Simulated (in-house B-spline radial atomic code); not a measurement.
Configurations of Nb2+, with energies counted from [Kr] 4d3. Method: Dirac-Hartree-Fock, average of configuration, Fermi nucleus of rms radius 4.324 fm. Calculated with an all-electron radial atomic-structure program (B-spline basis). Energies include first-order Breit, QED and recoil terms.

Occupations are held fixed; configurations that lie above the ionisation limit could autoionise.

| configuration | E - E(ref) (eV) | highest orbital | its <r> (bohr) |
| --- | --- | --- | --- |
| [Kr] 4d2 7p1 | 18.153 | 7p3/2 | 11.45 |
| [Kr] 4d2 5f1 | 18.366 | 5f5/2 | 9.983 |
| [Kr] 4d2 6f1 | 19.911 | 6f5/2 | 15.34 |
| [Kr] 4d2 8f1 | 21.452 | 8f5/2 | 29.09 |
| [Ar] 3d10 4s2 4p5 4d4 | 34.955 | 4d5/2 | 1.811 |
| [Ar] 3d10 4s2 4p5 4d3 7s1 | 52.987 | 7s1/2 | 10.09 |
| [Ar] 3d10 4s2 4p5 4d3 6f1 | 55.576 | 6f5/2 | 15.21 |

Task: Order these further configurations by energy, lowest first.
A. [Ar] 3d10 4s2 4p5 4d3 6g1
B. [Kr] 4d2 8g1
C. [Kr] 4d2 6p1
D. [Ar] 3d10 4s2 4p5 4d3 7g1
E. [Ar] 3d10 4s2 4p5 4d3 8f1

Result: C (14.97 eV), B (21.499 eV), A (55.696 eV), D (56.6 eV), E (57.129 eV).

Task: How far above the reference does [Ar] 3d10 4s2 4p5 4d3 4f1 lie?

Result: 51.203 eV; its least bound orbital is 4f5/2 with <r> = 5.585 bohr.

Task: How far above the reference does [Kr] 4d2 5s1 lie?

Result: 2.6244 eV; its least bound orbital is 5s1/2 with <r> = 3.069 bohr.

Task: How far above the reference does [Ar] 3d10 4s2 4p5 4d3 6s1 lie?

Result: 48.874 eV; its least bound orbital is 6s1/2 with <r> = 6.088 bohr.
